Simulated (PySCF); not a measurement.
```xyz
21

Si    -2.8154    -0.8969    -0.3284
C     -1.3415     0.2372    -0.0475
C     -1.5677     1.5861     0.1592
C     -0.5032     2.4877     0.3756
C      0.7940     2.0382     0.3854
C      1.0824     0.6662     0.1790
C      2.4096     0.1506     0.1798
Cl     3.7466     1.2245     0.4421
C      2.6685    -1.1849    -0.0225
C      1.5988    -2.0766    -0.2376
C      0.3019    -1.6222    -0.2466
C      0.0044    -0.2508    -0.0408
H     -2.7435    -1.5745    -1.6601
H     -4.0521    -0.0619    -0.2711
H     -2.8964    -1.9644     0.7164
H     -2.5908     1.9727     0.1568
H     -0.7154     3.5473     0.5358
H      1.6231     2.7274     0.5518
H      3.6998    -1.5407    -0.0145
H      1.8114    -3.1359    -0.3977
H     -0.5142    -2.3292    -0.4150
```

Charge 0, multiplicity 1.

Question: Give the Mulliken and meta-Löwdin atomic charges from PBE0-D4/def2-TZVP // PBE0-D4/def2-SVP in PySCF.

Answer: 
```json
[
 {"atom": "Si1", "Mulliken (e)": "0.15", "meta-Löwdin (e)": "0.45"},
 {"atom": "C2", "Mulliken (e)": "-0.01", "meta-Löwdin (e)": "-0.22"},
 {"atom": "C3", "Mulliken (e)": "-0.14", "meta-Löwdin (e)": "-0.10"},
 {"atom": "C4", "Mulliken (e)": "-0.14", "meta-Löwdin (e)": "-0.12"},
 {"atom": "C5", "Mulliken (e)": "-0.18", "meta-Löwdin (e)": "-0.11"},
 {"atom": "C6", "Mulliken (e)": "0.03", "meta-Löwdin (e)": "-0.01"},
 {"atom": "C7", "Mulliken (e)": "0.10", "meta-Löwdin (e)": "0.01"},
 {"atom": "Cl8", "Mulliken (e)": "-0.10", "meta-Löwdin (e)": "-0.05"},
 {"atom": "C9", "Mulliken (e)": "-0.18", "meta-Löwdin (e)": "-0.13"},
 {"atom": "C10", "Mulliken (e)": "-0.12", "meta-Löwdin (e)": "-0.11"},
 {"atom": "C11", "Mulliken (e)": "-0.22", "meta-Löwdin (e)": "-0.13"},
 {"atom": "C12", "Mulliken (e)": "0.12", "meta-Löwdin (e)": "0.02"},
 {"atom": "H13", "Mulliken (e)": "-0.02", "meta-Löwdin (e)": "-0.09"},
 {"atom": "H14", "Mulliken (e)": "-0.03", "meta-Löwdin (e)": "-0.09"},
 {"atom": "H15", "Mulliken (e)": "-0.02", "meta-Löwdin (e)": "-0.09"},
 {"atom": "H16", "Mulliken (e)": "0.12", "meta-Löwdin (e)": "0.12"},
 {"atom": "H17", "Mulliken (e)": "0.12", "meta-Löwdin (e)": "0.13"},
 {"atom": "H18", "Mulliken (e)": "0.13", "meta-Löwdin (e)": "0.13"},
 {"atom": "H19", "Mulliken (e)": "0.13", "meta-Löwdin (e)": "0.14"},
 {"atom": "H20", "Mulliken (e)": "0.12", "meta-Löwdin (e)": "0.13"},
 {"atom": "H21", "Mulliken (e)": "0.13", "meta-Löwdin (e)": "0.12"}
]
```
